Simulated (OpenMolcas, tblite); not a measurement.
**C4H4Si (SMILES C#C[SiH2]C#C): methods side by side**

C4H4Si has 9 atoms, charge 0, and is taken as a singlet. SMILES: `C#C[SiH2]C#C`. The coordinates come from a PBE0-D4/def2-TZVP relaxation.

Quantity: the vertical ionisation energy (to the doublet cation), in eV. The values are calculated.

| level | kind | program | value (eV) | less CCSD(T)/cc-pVDZ | CPU time (all runs) |
| --- | --- | --- | --- | --- | --- |
| GFN1-xTB | semi-empirical | tblite | 14.94 | +4.41 | under 2 s |
| HF/cc-pVDZ | Hartree–Fock | OpenMolcas | 10.11 | -0.42 | 43 s |
| SVWN5/cc-pVDZ | LDA | OpenMolcas | 9.79 | -0.74 | 54 s |
| PBE/cc-pVDZ | GGA | OpenMolcas | 9.64 | -0.89 | 1.7 min |
| M06-L/cc-pVDZ | meta-GGA | OpenMolcas | 9.83 | -0.70 | 2.6 min |
| r2SCAN/cc-pVDZ | meta-GGA | OpenMolcas | 9.81 | -0.72 | 2.8 min |
| M06-2X/cc-pVDZ | hybrid meta-GGA | OpenMolcas | 10.49 | -0.04 | 4.3 min |
| CCSD(T)/cc-pVDZ, open shells restricted | coupled cluster or CI | OpenMolcas | 10.53 | 0.00 | 2.5 min |

CCSD(T)/cc-pVDZ, open shells restricted is the highest level here, not the true value. The values span 9.64 to 14.94 eV. The xTB values lack the empirical shift that such differences need. Times are those of the runs behind each value, whatever else they computed, on shared processors of several kinds: orders of magnitude only.
